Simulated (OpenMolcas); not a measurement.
# What dynamic correlation does to the levels of Pr

```json
{"Program": "OpenMolcas 26.06", "Basis": "ANO-RCC-VQZP [9s8p6d4f3g2h]", "Scalar Hamiltonian": "DKH2, point nucleus", "Active space": "3 electrons in 7 orbitals (4f)", "State averaging": "2S+1 = 4 odd, 35 roots; 2S+1 = 2 odd, 112 roots (89 in the spin-orbit step)", "Spin-orbit coupling": "state interaction with AMFI integrals over the reference wave functions, term energies averaged over their components"}
```

Methods on the same reference wave functions:
A. CASSCF
B. SS-CASPT2, IPEA 0.25 Eh, imaginary shift 0.1 Eh (closed shells correlated: 5s 5p 6s)
C. MS-CASPT2, IPEA 0.25 Eh, imaginary shift 0.1 Eh (closed shells correlated: 5s 5p 6s)

Energies in cm⁻¹ above 4f³ 6s² ⁴I°_9/2, the measured ground level; measured values from NIST Handbook of Basic Atomic Spectroscopic Data.

| Level | A | B | C | Measured |
| --- | --- | --- | --- | --- |
| 4f³ 6s² ⁴I°_9/2 | 0.0 | 0.0 | 0.0 | 0.0 |
| 4f³ 6s² ⁴I°_11/2 | 1460 | 1520 | 1520 | 1377 |
| 4f³ 6s² ⁴I°_13/2 | 3060 | 3140 | 3140 | 2847 |
| 4f³ 6s² ⁴I°_15/2 | 4766 | 4830 | 4830 | 4381 |
| 4f³ 6s² ⁴F°_3/2 | 13393 | 11100 | 11090 |  |
| 4f³ 6s² ²H°_9/2(1) | 13467 | 9850 | 9850 |  |
| 4f³ 6s² ⁴F°_5/2 | 14195 | 11970 | 11960 |  |
| 4f³ 6s² ⁴S°_3/2 | 14888 | 12350 | 12410 |  |
| 4f³ 6s² ⁴F°_7/2 | 14981 | 12620 | 12610 |  |
| 4f³ 6s² ⁴F°_9/2 | 15799 | 13310 | 13300 |  |
| 4f³ 6s² ²H°_11/2(1) | 15896 | 12210 | 12210 |  |
| 4f³ 6s² ²G°_7/2 | 18444 | 14740 | 14740 |  |
| 4f³ 6s² ²K°_13/2 | 20246 | 16680 | 16680 |  |
| 4f³ 6s² ²G°_9/2 [66 %] | 20508 | 16930 | 16930 |  |
| 4f³ 6s² ⁴G°_5/2 | 20511 | 17440 | 17440 |  |
| 4f³ 6s² ⁴G°_7/2 | 21534 | 18420 | 18420 |  |
| 4f³ 6s² ²K°_15/2 | 21881 | 18320 | 18320 |  |
| 4f³ 6s² ⁴G°_9/2 | 22640 | 19500 | 19500 |  |
| 4f³ 6s² ⁴G°_11/2 | 23748 | 20620 | 20620 |  |
| 4f³ 6s² ²P°_1/2 | 25105 | 20270 | 20270 |  |
| 4f³ 6s² ²D°_5/2(1) | 25322 | 20490 | 20490 |  |
| 4f³ 6s² ²P°_3/2 [50 %] | 27427 | 22630 | 22630 |  |
| 4f³ 6s² ²I°_11/2 | 31834 | 26410 | 26410 |  |
| 4f³ 6s² ²L°_15/2 | 32458 | 27870 | 27870 |  |

Deviations, from unrounded energies. A percentage is the sum of absolute deviations over the sum of measured energies, with the sign that they share, or ± where signs differ.

| Against measurement | Levels | A | B | C |
| --- | --- | --- | --- | --- |
| mean absolute deviation (cm-1) | 3 | 230 | 300 | 300 |
| fine structure of the ground term (%) | 3 | +7.9 | +10.3 | +10.3 |

A lies closest to measurement on these levels and C furthest from it. The largest miss of A in the table is 4f³ 6s² ⁴I°_15/2, by +390 cm-1. The ranking rests on the paired levels alone, and a cruder setting can come out closer through cancelling errors.

Between B and C the level of the table that moves most is 4f³ 6s² ⁴S°_3/2, by 64 cm-1 (lowest in B, highest in C). Moves below CASPT2's spread within the term are not significant.

The two smallest mean deviations differ by little beside CASPT2's spread within terms, so their order carries little weight.

From A to B the spin-free energies of the other terms of 4f³ 6s² shown, above ⁴I°, scale by factors of 0.69 to 0.84.

The lowest spin-free term lies below A's lowest term by 0.392 hartree in B, 0.392 hartree in C.

Term energies are means over components that CASPT2 splits; among the terms shown or strongly mixed into the levels shown the widest spread is 1900 cm-1 (4f³ 6s² ²L°, B). High states are left out of the spin-orbit mixing, which shifts the levels that they would mix with. With the s shell closed, the reference lacks s² → p² mixing. The CASPT2 spread within a term exceeds the gap to the next term for 4f³ 6s² ²I° and 4f³ 6s² ²L°, 4f³ 6s² ²L° and 4f³ 6s² ²H°(2), so the order of their levels is uncertain (figures for B; the like holds for C). Without dynamic correlation excited terms often stand tens of per cent too high (terms of higher spin than the ground term too low), and those without a measured partner can miss by more than the paired ones (holds for A). Blocks of more than 70 roots (2S+1 = 2 odd) ran without multistate coupling (holds for C). Computed and measured levels are paired by configuration, term and J; levels that our copy of the source lacks, or whose pairing is in doubt (as where it misses far off the trend of its configuration), stay unpaired and out of the deviations. Only configurations of the active space appear. The table leaves out levels that lie high or whose names do not pair safely across all columns.

A share in square brackets marks a mixed level and gives the weight of the term that names it, the lowest over the columns. A number in round brackets counts repeated terms of one configuration in the order of the reference energies. ° marks odd parity.
